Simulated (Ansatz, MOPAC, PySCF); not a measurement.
Complex: SiH4 (SMILES [SiH4]) (first 5 atoms) with C2H6 (SMILES CC); geometry from B3LYP-D3(BJ)/def2-TZVP, rigid monomers moved along the line of their centres of mass till Si1···C6 is 3.39 Å.
(charge 0, multiplicity 1):
```xyz
13

Si    -0.01942     0.30518     0.28514
H     -1.49070     0.40064     0.41076
H      0.43567    -1.01324     0.77953
H      0.61669     1.37666     1.08328
H      0.36472     0.45690    -1.13689
C     -0.73127    -0.06236     3.58243
C      0.74879    -0.22209     3.91608
H     -1.07262    -0.84597     2.90311
H     -0.92969     0.89928     3.10502
H     -1.34945    -0.11555     4.48072
H      0.94571    -1.18308     4.39527
H      1.08884     0.56172     4.59571
H      1.36655    -0.16955     3.01781
```

Monomers are frozen at their geometry in the pair; levels with a basis set take the counterpoise correction. Rows marked so take none.

Rows in 6-31G* carry no dispersion term and start afresh at each structure (6-31G* with six Cartesian d functions). The state that PM6 reach isn't checked.

Run with Ansatz (an electronic-structure program); MOPAC for PM6 (differences of heats of formation); PySCF for 6-31G* rows, the dispersion terms. 

### Question
One of these levels gives 4.3 kJ/mol for the interaction energy. Name it.
A) PBE-D3(BJ)/def2-TZVPPD
B) PM6
C) HF/6-31G* (no counterpoise)

### Answer
B, PM6. The others give 12.6 (HF/6-31G* (no counterpoise)), -3.0 (PBE-D3(BJ)/def2-TZVPPD)
